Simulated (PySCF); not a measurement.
Compound: C₅H₈F₂SSi.
Z-matrix (Å and degrees, GFN2-xTB geometry), rows numbered from 1:
```
F 
C   1  1.3598
F   2  1.3576  1  105.70
C   2  1.5112  1  110.99  3  -119.89
C   4  1.5360  2  111.55  1   -65.56
C   5  1.4973  4  107.64  2   155.53
S   6  1.6207  5  123.26  4   129.41
C   6  1.4843  5  112.55  4   -47.17
Si  8  1.9159  6  104.36  5    37.00
H   2  1.1023  1  107.16  3   114.44
H   4  1.0929  2  106.44  1   175.22
H   5  1.0956  4  108.97  2    38.34
H   5  1.0909  4  112.65  2   -81.71
H   8  1.0929  6  108.61  5   -78.92
H   8  1.0874  6  111.38  5   163.33
H   9  1.4610  4  110.20  2   111.69
H   9  1.4580  4  112.78  2   -16.83
```

Definitions: NICS(0) = −σiso at the ring centroid; NICS(1) = −σiso and NICS(1)zz = −σzz at ±1 Å along the ring normal z. Level: GIAO PBE0/pcSseg-1 (PySCF, non-relativistic, gas phase) on the GFN2-xTB geometry, one conformer.

Ring bond lengths (Å), with Mayer bond orders in brackets: C4–C5 1.536 (0.96), C5–C6 1.497 (0.97), C6–C8 1.484 (1.00), C8–Si9 1.916 (0.87), Si9–C4 1.930 (0.82).

Problem. What do the NICS probes read (ppm)?

Solution. 
```tsv
ring	type	NICS(0)	NICS(1), two faces	NICS(1)zz, two faces	rms pucker (Å)	centre to ring atoms, mean (Å)
C4–C5–C6–C8–Si9	5-membered ring with Si; formal bonds all single	-0.3	-0.4 / -4.7	4.7 / -3.5	0.17	1.40
```

Problem. What do they say, and how far can they be read as aromaticity?

Solution. 
- C4–C5–C6–C8–Si9: mean NICS(1)zz 0.6 ppm, near zero. C4, C5, C8, Si9 have four or more neighbours, so the value isn't read as a sign of a π ring current. The two faces differ by 8.2 ppm, so no symmetry operation interchanges them.

Problem. What is the mean of the two in-plane components of NICS at the first NICS(1) probe listed for ring C4–C5–C6–C8–Si9, 1 Å off the ring?

Solution. The isotropic value is a third of the trace: (3 × -0.4 − (4.7))/2 = -3.0 ppm.

Problem. Give the inner angles of the rings and the Hirshfeld charges of the ring atoms.

Solution. 
- C4–C5–C6–C8–Si9: C4 105.6° (-0.128 e), C5 107.6° (-0.079 e), C6 112.5° (+0.053 e), C8 104.4° (-0.165 e), Si9 92.4° (+0.350 e); sum 522.5° against 540° for a flat convex ring.

Time: 53 s; peak memory 0.96 GiB. Hardware: one thread, Intel Xeon (x86_64), on a shared host. This is the whole shielding run at PBE0/pcSseg-1, SCF included.
